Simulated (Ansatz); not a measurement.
Basis-set extrapolation for CH₇BN₂, SMILES `NBCN` (PBE0-D4/def2-TZVP geometry, frozen core, Ansatz 0.2.0). Multiplicity 1, RHF reference.

|  | def2-TZVPP | def2-QZVPP |
| --- | --- | --- |
| HF | -175.633874 | -175.642745 |
| MP2 correlation | -0.707969 | -0.756304 |
| CCSD(T) correlation | -0.773137 | not run |

Energies in hartree. Use E(X) = E(∞) + A·exp(−7.88·√X) for Hartree–Fock and E(X) = E(∞) + B·X^(−2.97) for correlation, with X = 3 and 4, and add CCSD(T) minus MP2 of the smaller set to the MP2 limit.

Q: What is the CCSD(T) energy at the basis-set limit?

A: HF limit: -175.642745 + (-0.008871) × 0.13774 = -175.64397. MP2 limit: -0.756304 + (-0.048335) × 0.74074 = -0.79211. Higher-order term: -0.773137 − (-0.707969) = -0.06517. Total: -176.50125 hartree, 247.4 kJ/mol below CCSD(T)/def2-TZVPP.
